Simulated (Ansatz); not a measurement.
`C1=C[SiH2]OC1` → `C=C1OC[SiH2]1`  (isomerisation)

Program: Ansatz. Geometries: PBE0-D4/def2-TZVP. ΔE: electronic, gas phase. CCSD(T)/CBS is the MP2 limit (def2-TZVPP, def2-QZVPP) plus CCSD(T) − MP2 in def2-TZVPP, frozen cores. Functionals use def2-TZVPP. B3LYP here is the variant with VWN-RPA as its local correlation; programs differ in this. HSE06 is defined as in plane-wave codes.

`C1=C[SiH2]OC1`:

```xyz
11

C     0.576   -0.648    0.781
C    -0.190    0.373    1.169
Si   -0.892    1.096   -0.384
O    -0.133    0.015   -1.391
C     0.659   -0.919   -0.690
H     1.136   -1.289    1.459
H    -0.311    0.643    2.210
H    -2.372    1.020   -0.519
H    -0.486    2.496   -0.683
H     1.699   -0.851   -1.036
H     0.313   -1.937   -0.915
```

`C=C1OC[SiH2]1`:

```xyz
11

C     0.917    1.067    1.514
C     0.329    0.444    0.503
O    -0.006    1.058   -0.692
C    -0.617   -0.004   -1.470
Si   -0.340   -1.220   -0.037
H     1.175    2.119    1.463
H     1.150    0.522    2.418
H    -1.646    0.260   -1.721
H    -0.052   -0.166   -2.391
H    -1.539   -1.752    0.661
H     0.628   -2.328   -0.248
```

```json
{"level": "LDA (SPW92)", "ΔE (kcal/mol)": "46.6", "difference from CCSD(T)/CBS": "-5.1"}
{"level": "PBE-D4", "ΔE (kcal/mol)": "44.7", "difference from CCSD(T)/CBS": "-7.0"}
{"level": "revPBE-D4", "ΔE (kcal/mol)": "44.9", "difference from CCSD(T)/CBS": "-6.8"}
{"level": "BLYP-D4", "ΔE (kcal/mol)": "45.6", "difference from CCSD(T)/CBS": "-6.1"}
{"level": "r2SCAN-D4", "ΔE (kcal/mol)": "49.1", "difference from CCSD(T)/CBS": "-2.6"}
{"level": "B97M-V", "ΔE (kcal/mol)": "49.9", "difference from CCSD(T)/CBS": "-1.8"}
{"level": "PBE0-D4", "ΔE (kcal/mol)": "48.9", "difference from CCSD(T)/CBS": "-2.8"}
{"level": "r2SCANh-D4", "ΔE (kcal/mol)": "50.2", "difference from CCSD(T)/CBS": "-1.5"}
{"level": "HSE06-D4", "ΔE (kcal/mol)": "48.8", "difference from CCSD(T)/CBS": "-2.9"}
{"level": "BHLYP-D4", "ΔE (kcal/mol)": "53.4", "difference from CCSD(T)/CBS": "1.7"}
{"level": "CAM-B3LYP-D4", "ΔE (kcal/mol)": "50.5", "difference from CCSD(T)/CBS": "-1.2"}
{"level": "ωB97X-V", "ΔE (kcal/mol)": "50.0", "difference from CCSD(T)/CBS": "-1.7"}
{"level": "ωB97M-V", "ΔE (kcal/mol)": "50.2", "difference from CCSD(T)/CBS": "-1.5"}
{"level": "B2PLYP", "ΔE (kcal/mol)": "50.3", "difference from CCSD(T)/CBS": "-1.4"}
{"level": "PBE-QIDH", "ΔE (kcal/mol)": "52.4", "difference from CCSD(T)/CBS": "0.7"}
{"level": "PBE", "ΔE (kcal/mol)": "44.3", "difference from CCSD(T)/CBS": "-7.4"}
{"level": "revPBE", "ΔE (kcal/mol)": "43.3", "difference from CCSD(T)/CBS": "-8.4"}
{"level": "BLYP", "ΔE (kcal/mol)": "44.6", "difference from CCSD(T)/CBS": "-7.1"}
{"level": "r2SCAN", "ΔE (kcal/mol)": "49.0", "difference from CCSD(T)/CBS": "-2.7"}
{"level": "PBE0", "ΔE (kcal/mol)": "48.6", "difference from CCSD(T)/CBS": "-3.1"}
{"level": "B3LYP", "ΔE (kcal/mol)": "48.3", "difference from CCSD(T)/CBS": "-3.4"}
{"level": "r2SCANh", "ΔE (kcal/mol)": "50.1", "difference from CCSD(T)/CBS": "-1.6"}
{"level": "r2SCAN0", "ΔE (kcal/mol)": "51.7", "difference from CCSD(T)/CBS": "0.0"}
{"level": "HSE06", "ΔE (kcal/mol)": "48.5", "difference from CCSD(T)/CBS": "-3.2"}
{"level": "BHLYP", "ΔE (kcal/mol)": "53.0", "difference from CCSD(T)/CBS": "1.3"}
{"level": "CAM-B3LYP", "ΔE (kcal/mol)": "50.2", "difference from CCSD(T)/CBS": "-1.5"}
{"level": "RPA@PBE/def2-TZVPP", "ΔE (kcal/mol)": "48.9", "difference from CCSD(T)/CBS": "-2.8"}
{"level": "MP2/def2-SVP", "ΔE (kcal/mol)": "51.3", "difference from CCSD(T)/CBS": "-0.4"}
{"level": "CCSD(T)/def2-SVP", "ΔE (kcal/mol)": "49.1", "difference from CCSD(T)/CBS": "-2.6"}
{"level": "HF/def2-TZVPP", "ΔE (kcal/mol)": "56.6", "difference from CCSD(T)/CBS": "4.9"}
{"level": "MP2/def2-TZVPP", "ΔE (kcal/mol)": "53.0", "difference from CCSD(T)/CBS": "1.3"}
{"level": "SCS-MP2/def2-TZVPP", "ΔE (kcal/mol)": "52.5", "difference from CCSD(T)/CBS": "0.8"}
{"level": "CCSD/def2-TZVPP", "ΔE (kcal/mol)": "52.4", "difference from CCSD(T)/CBS": "0.7"}
{"level": "CCSD(T)/def2-TZVPP", "ΔE (kcal/mol)": "51.2", "difference from CCSD(T)/CBS": "-0.5"}
{"level": "HF/def2-QZVPP", "ΔE (kcal/mol)": "56.8", "difference from CCSD(T)/CBS": "5.1"}
{"level": "MP2/def2-QZVPP", "ΔE (kcal/mol)": "53.4", "difference from CCSD(T)/CBS": "1.7"}
{"level": "SCS-MP2/def2-QZVPP", "ΔE (kcal/mol)": "52.8", "difference from CCSD(T)/CBS": "1.1"}
{"level": "HF/CBS(def2)", "ΔE (kcal/mol)": "56.9", "difference from CCSD(T)/CBS": "5.2"}
{"level": "MP2/CBS(def2)", "ΔE (kcal/mol)": "53.5", "difference from CCSD(T)/CBS": "1.8"}
{"level": "CCSD/CBS(def2)", "ΔE (kcal/mol)": "53.0", "difference from CCSD(T)/CBS": "1.3"}
{"level": "CCSD(T)/CBS", "ΔE (kcal/mol)": "51.7", "difference from CCSD(T)/CBS": "0"}
```

Problem. What do rigid-rotor, harmonic-oscillator terms from PBE0-D4/def2-TZVP frequencies (298.15 K, 1 bar) make of the CCSD(T)/CBS value? (An estimate is asked.)

Solution. Ansatz gave: ΔZPE = -1.5 kcal/mol, ΔH = +50.6 kcal/mol, ΔS = 12 J/(mol·K), ΔG = +49.8 kcal/mol.

Largest T1 diagnostic among the species: 0.014.

From r2SCAN to r2SCAN0 (25 % exact exchange), in def2-TZVPP and without D4, ΔE moves by +2.7 kcal/mol. Leaving LDA and LC-ωPBE aside and taking each functional with its dispersion term where it has one, the values spread over 8.6 kcal/mol, from PBE-D4 to BHLYP-D4. LDA lies +2.2 kcal/mol from PBE without D4.

CCSD(T)/CBS has its own doubt, a few kJ/mol and more with outer-core shells, so smaller differences from it don't rank the levels.
